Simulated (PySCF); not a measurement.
## Magnetisability: SMILES C=C/C=C1\C[NH2+]C[C@@H]1F, [C₇H₁₁FN]+, charge +1

Cartesian coordinates in Å; atom numbers follow the order of the lines, from 1:
```xyz
20

C     3.6143    0.4448    0.5301
C     2.3986   -0.0868    0.4215
C     1.2316    0.7177    0.1569
C    -0.0181    0.2609    0.0485
C    -0.4822   -1.1747    0.1718
N    -1.8971   -1.1283   -0.2936
C    -2.4005    0.2067    0.1256
C    -1.2282    1.1084   -0.2539
F    -1.3113    1.3413   -1.6173
H     4.4815   -0.1610    0.7248
H     3.7788    1.5045    0.4277
H     2.2572   -1.1524    0.5347
H     1.4017    1.7790    0.0398
H    -0.4545   -1.5075    1.2137
H     0.1060   -1.8646   -0.4348
H    -2.4626   -1.9065    0.0579
H    -1.9064   -1.1554   -1.3215
H    -2.5658    0.2216    1.2029
H    -3.3160    0.4754   -0.4013
H    -1.2323    2.0876    0.2293
```

Total charge +1.

Theory: GIAO B3LYP/pcSseg-1 magnetisability, rotational g tensor and spin-rotation constants, non-relativistic, gas phase (PySCF). Geometry: GFN2-xTB.

For an ion the centre-of-mass motion in the field is neglected.

Q: How diamagnetic is it, and how anisotropic?

A: Isotropic -1245 × 10⁻³⁰ J/T², or -75.0 × 10⁻⁶ cm³/mol; principal values -1496, -1158, -1081 × 10⁻³⁰ J/T², anisotropy 382 × 10⁻³⁰ J/T² (root of half the summed squared differences of the principal values). The susceptibility is in cgs units.

Q: Split it along the inertial axes a, b, c into diamagnetic and paramagnetic parts about the centre of mass, with the quadrupole moment.

A: 
```tsv
axis	χ (10⁻⁶ cm³/mol)	diamagnetic (10⁻⁶ cm³/mol)	paramagnetic (10⁻⁶ cm³/mol)	summed x² of all electrons (Å²)	quadrupole Θ (D Å)
a	-69.8	-464.1	394.3	291.1	+23.62
b	-68.1	-1355.0	1286.9	81.1	-5.76
c	-87.0	-1579.3	1492.3	28.3	-17.86
```
Anisotropies 2χaa − χbb − χcc = +15.4 and 2χbb − χaa − χcc = +20.5 × 10⁻⁶ cm³/mol. Θ is traceless in Buckingham's convention.

Q: And the rotational g tensor?

A: 
| axis | rotational constant (GHz) | g | nuclear part | electronic part |
| --- | --- | --- | --- | --- |
| a | 3.2831 | -0.0171 | 0.5910 | -0.6081 |
| b | 0.9495 | +0.0020 | 0.5760 | -0.5740 |
| c | 0.8010 | +0.0115 | 0.5730 | -0.5615 |

Asymmetric top; isotopes 12C, 19F, 1H, 14N; no vibrational averaging.
